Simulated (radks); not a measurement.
Species: Br IV. Configuration: [Ar] 3d10 4s2 4p2 (the NIST ground configuration). Method: Dirac Kohn-Sham, Slater X-alpha with alpha = 1.024, spin-unpolarised, spherical densities, point nucleus; open shells are shared between the two j in proportion to 2j + 1; computed with a radial shooting solver on a logarithmic mesh with Libxc functionals.

Spin-orbit splittings of the eigenvalues, e(l+1/2) - e(l-1/2), with zeta = 2 splitting/(2l+1) and mean radii in bohr:

| shell | occ. | splitting (eV) | zeta (eV) | <r> j=l-1/2 | <r> j=l+1/2 |
|---|---|---|---|---|---|
| 2p | 6 | 48.80 | 32.53 | 0.1613 | 0.1652 |
| 3p | 6 | 7.166 | 4.777 | 0.5467 | 0.5568 |
| 3d | 10 | 1.188 | 0.4750 | 0.5650 | 0.5687 |
| 4p | 2 | 0.8397 | 0.5598 | 1.661 | 1.685 |
